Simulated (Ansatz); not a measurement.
Abstraction of Br: GeH2Br2 + GeH(CH3)2 → GeH2Br + GeH(CH3)2Br

Species: GeH2Br2 `[Br][GeH2][Br]`, singlet; GeH(CH3)2, doublet; GeH2Br `[GeH2][Br]`, doublet; GeH(CH3)2Br, singlet. A radical takes Br: the energy is the difference in strength between two Ge–Br bonds in different surroundings.

Shapes, held fixed at every level: PBE0-D4/def2-TZVP. Programs: Ansatz 0.2.0. Electronic energies: no zero-point or thermal term.

| level | kind | ΔE (kJ/mol) | less CCSD(T)/def2-TZVPP | CPU time (sum over the molecules) |
| --- | --- | --- | --- | --- |
| HF/def2-TZVPP | Hartree–Fock | -31.3 | -1.0 | – |
| PBE-D4/def2-TZVPP | GGA | -31.0 | -0.7 | 28 s |
| r2SCAN-D4/def2-TZVPP | meta-GGA | -31.7 | -1.4 | 54 s |
| B3LYP-D4/def2-TZVPP | global hybrid | -32.8 | -2.5 | 52 s |
| wB97X-V/def2-TZVPP | range-separated hybrid | -32.2 | -1.9 | 94 s |
| B2PLYP/def2-TZVPP | double hybrid | -31.1 | -0.8 | 60 s |
| CCSD(T)/def2-TZVPP | coupled cluster or CI | -30.3 | 0.0 | 14 min |

The highest level, CCSD(T)/def2-TZVPP, gives ΔE = -30.3 kJ/mol; the levels span -32.8 to -30.3. The column of differences is taken from that level and isn't an error. No measured value is set beside it here. Open shells run unrestricted. Relativity is left out for Br, Ge. Outer-core shells of Br, Ge are correlated in most correlated rows, in sets that cover them unevenly. Times are processor times on shared x86 and Arm servers, and rough.
